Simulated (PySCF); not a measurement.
# CsNa⁺ at UHF-SCS-MP2

Computed with UHF-SCS-MP2; PySCF, scalar-relativistic core potentials, basis sets Cs def2-SVP with ECP46, Na def2-SVP.

```json
{"state": "²Σ⁺ (doublet), unpaired electrons σ ↑", "bond length": "4.687 Å", "harmonic wavenumber": "60.7 cm⁻¹", "force constant": "0.0425 mdyn/Å", "rotational constant Be": "0.03915 cm⁻¹", "anharmonicity ωexe": "0.287 cm⁻¹", "vibration–rotation constant αe": "0.000249 cm⁻¹", "well depth De to Cs⁺ + Na": "0.35 eV", "dissociation energy D0": "0.34 eV"}
```

Correlated steps freeze 1 core orbital. The bond is weak. Basis-set superposition, not corrected here, can be much of De in a small basis, most of all at correlated wavefunction levels. Spin–orbit coupling is left out. For an ion De counts to the pair picked by the measured ionisation energies or electron affinities, which need not be the lowest pair at this level. The state is the lowest determinant that a PBE0 search found; another state may lie lower at other levels.
